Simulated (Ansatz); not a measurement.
**Question.** Name a neutral molecule of C, O, Si and H with HOMO–LUMO gap (PBE/def2-TZVPP) between 5.40 and 5.70 eV and HOMO energy (ωB97M-V/def2-TZVPP) between -9.65 and -9.35 eV (Ansatz, PBE0-D4/def2-TZVP geometry).

**Answer.** `C1C[SiH2][SiH2]O1` (5.41 eV, -9.64 eV); `C1C[SiH2]CO1` (5.50 eV, -9.55 eV); `C[SiH](C)CO` (5.56 eV, -9.56 eV). Other molecules can fit too; these were computed, each in one conformer that needn't be the lowest.
